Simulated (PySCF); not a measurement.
Strontium: a sound run and one with changed settings

Sound run: Sr [Kr] 5s2, Sr⁺ [Kr] 5s1. All numbers are calculated (PySCF 2.14, the spin-free X2C one-electron Hamiltonian (Gaussian nucleus), in Sapporo-DKH3-DZP-2012). The sound run starts from symmetry-adapted Hartree-Fock orbitals and uses a fine grid where one is needed.

A second run was set up differently.

```
species  method  sound run (hartree)  changed run (hartree)  converged
     Sr     UHF          -3177.15839            -3177.15802         no
     Sr   M06-L          -3178.96790            -3178.95917         no
     Sr  M06-2X          -3179.30340            -3179.30078         no
    Sr⁺     UHF          -3176.98382            -3176.98325         no
    Sr⁺   M06-L          -3178.75580            -3178.74358         no
    Sr⁺  M06-2X          -3179.08607            -3179.08188         no
```

(1) What was changed?
A. angular grid far too coarse
B. radial grid too coarse
C. too few SCF iterations
D. level shift left on

Results:

(1) C. It used initial guess sap, at most 2 SCF cycles. The SCF was stopped early; the energies are upper bounds that still move, and correlated levels were skipped or rest on poor orbitals.
